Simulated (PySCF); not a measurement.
**Telling isomers of C7H8OSi apart by NMR**

Computed data (PySCF 2.14.0 with density-fitted response routines): structure optimised with GFN2-xTB, shielding tensors at PBE0/pcSseg-1 (GIAO). Non-relativistic Hamiltonian, in vacuum, one computed conformer, rapidly exchanging positions averaged.

References, each an isolated molecule treated in the same way: $^{1}$H, $^{13}$C vs TMS. Where no couplings were computed, multiplicities follow the n + 1 count of equivalent neighbours, and m marks all less simple cases (inequivalent or close neighbours, rings, F or P nearby). Shifts are as computed. Against solution values, carbons near 30 ppm lie about +3 ppm off and those near 130 ppm about +5 ppm (rms about the fit 2.1 ppm; single classes can miss by 10 ppm). Of 1328 compounds with measured shifts, 309 miss one by over three times the rms of a fit or turn the order of signals round; such compounds aren't used in these exercises. Signals without a measured value on file couldn't be tested in this way; 1H shifts scatter by 0.2 ppm about their fit, and single ones miss by 0.5 ppm.

(1) Tabulate the signals of `c1ccc2c(c1)CO[SiH2]2`, `C=C1C(=C)C(C=O)=C1[SiH3]` and their relative energies.

(2) What is the quickest way to tell c1ccc2c(c1)CO[SiH2]2 from C=C1C(=C)C(C=O)=C1[SiH3]?

## Answers

(1) 
```tsv
SMILES	carbon types	δC	δH	E rel. (kcal/mol)
c1ccc2c(c1)CO[SiH2]2	2×C 4×CH 1×CH2	156.1, 138.2, 137.9, 135.5, 132.2, 126.2, 78.1	7.99 (d, 1H), 7.70 (m, 1H), 7.62 (m, 1H), 7.54 (d, 1H), 5.75 (s, 2H), 5.59 (s, 2H)	0.0
C=C1C(=C)C(C=O)=C1[SiH3]	4×C 1×CH 2×CH2	191.1, 180.2, 165.8, 157.1, 151.6, 114.6, 100.1	10.33 (s, 1H), 5.81 (m, 1H), 5.80 (m, 1H), 5.33 (m, 1H), 5.22 (m, 1H), 4.36 (s, 3H)	90.3
```

Energies are electronic energies at PBE0/pcSseg-1 on these geometries, without zero-point or thermal terms, each for the one conformer computed, which needn't be the lowest.

(2) Both give the same number of carbon signals, but DEPT or the intensities differ. The first has an aromatic CH at 126.2 ppm, the second an aldehyde carbonyl carbon (CH) at 191.1 ppm. Their most deshielded carbons lie at 156.1 and 191.1 ppm. In the proton spectra the most deshielded non-exchanging signals are 7.99 (d, 1H) and 10.33 (s, 1H).
